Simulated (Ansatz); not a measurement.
`[BH2][Zn][SiH3]` + CH₃NH₂ → `N[CH2][Zn][SiH3]` + BH₃  (formal exchange of groups at a Zn–B bond)

Isolated molecules relaxed with PBE0-D4/def2-TZVP in Ansatz; ΔE leaves out vibrations. CBS: MP2 limit from def2 TZ/QZ plus the TZ coupled-cluster correction, frozen cores. This one scheme is used for every species. DFT in def2-TZVPP. For Zn outer-core shells are correlated without core-valence functions, which leaves a few kJ/mol of doubt a bond. Scalar relativity is left out up to krypton. One conformer a species, not always the lowest.

```
             level  ΔE (kJ/mol)
            PBE-D4         18.4
      CAM-B3LYP-D4         20.6
         CAM-B3LYP         22.4
CCSD(T)/def2-TZVPP         20.5
```

(1) What does CCSD(T)/CBS give? (Best estimate.)

Largest T1 diagnostic among the species: 0.014.

Results:

(1) Ansatz gave: +20.5 kJ/mol. The listed levels differ from it by -2.1, 0.1, 1.9, 0.0 kJ/mol.

In def2-TZVPP, CCSD(T) changes the Hartree–Fock value by −11.3 kJ/mol (the triples alone add −2.9 kJ/mol) and MP2 by −18.5 kJ/mol. From BLYP to BHLYP (50 % exact exchange), in def2-TZVPP and without D4, ΔE moves by +8.8 kJ/mol. At CCSD(T), def2-SVP lies +8.8 kJ/mol from the extrapolated value and def2-TZVPP −0.0 kJ/mol.
